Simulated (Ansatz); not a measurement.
Cartesian coordinates (Å):
SMILES: O1[SiH2]O[SiH2][SiH2]1
```xyz
11

O      0.9694     1.0909    -0.2649
Si    -0.5577     1.5868     0.1232
O     -1.4234     0.2010     0.3653
Si    -0.7536    -1.3207     0.2122
Si     1.4003    -0.5196    -0.3551
H     -0.5288     2.3867     1.3623
H     -1.1379     2.3557    -0.9941
H     -1.4723    -2.0851    -0.8337
H     -0.8707    -2.0544     1.4939
H      1.8865    -0.8360    -1.7183
H      2.4881    -0.8053     0.6092
```
Charge 0, spin multiplicity 1.

Level of theory: frozen-core CCSD(T)/cc-pVTZ // B3LYP-D3(BJ)/def2-TZVP in Ansatz (a program for electronic structure).

The HF energy comes out as -1020.30078 Ha and the MP2 correlation energy is -0.82243 Ha.

Task: Estimate the CCSD correlation energy, the (T) correction, the total energy and the T1 diagnostic.

Result: 
| Property | Value |
|---|---|
| CCSD correlation energy | -0.86874 Ha |
| (T) correction | -0.03209 Ha |
| CCSD(T) total energy | -1021.20161 Ha |
| T1 diagnostic | 0.013 |
